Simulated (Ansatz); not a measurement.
Gas-phase electronic energies from Ansatz, PBE0-D4/def2-TZVP geometries. CCSD(T)/CBS is the MP2 limit (def2-TZVPP, def2-QZVPP) plus CCSD(T) − MP2 in def2-TZVPP, frozen cores. This one scheme is used for every species, atoms too. For atomizations the MP2-based limit and the directly extrapolated one differ by several kJ/mol either way, and by 10 to 25 for some Ge, Se and Sn compounds, so smaller differences from it don't rank the levels. Functionals use def2-TZVPP. No spin–orbit coupling; open shells (•) take unrestricted orbitals. Spin–orbit coupling would lower the free atoms: a little for F, S; clearly for Br, Ga. Bonds to Br, Ga are less sure, by a few kJ/mol each and by 10 to 20 or more in all where they break to atoms, as the def2 sets lack core-valence functions. Scalar relativity is left out up to krypton. Each species was taken in one conformer, which may not be the lowest.

Reaction (atomization): `[F][Ga]([SH])[Br]` → Br• + F• + Ga• + H• + S•

Q: What is ΔE at CCSD(T)/CBS? (Best estimate.)

A: The calculation gave: +353.6 kcal/mol.

Q: What do these levels give: LDA (SPW92), r2SCAN-D4, r2SCANh-D4, LC-ωPBE, CCSD/def2-SVP, SCS-MP2/def2-QZVPP? (Estimate.)

A: Computed: LDA (SPW92) 408.8, r2SCAN-D4 355.3, r2SCANh-D4 351.2, LC-ωPBE 346.7, CCSD/def2-SVP 321.0, SCS-MP2/def2-QZVPP 355.3 kcal/mol.

Largest T1 diagnostic among the species: 0.013.

At CCSD(T), def2-SVP lies −27.5 kcal/mol from the extrapolated value and def2-TZVPP −10.0 kcal/mol: correlation converges slowly with the basis, and small sets miss more of it in the bonded molecule than in its fragments. Leaving LDA and LC-ωPBE aside and taking each functional with its dispersion term where it has one, the values, not all of them listed here, spread over 24.8 kcal/mol, from BHLYP-D4 to PBE-D4. LDA lies +56.5 kcal/mol from PBE without D4, its usual overbinding.
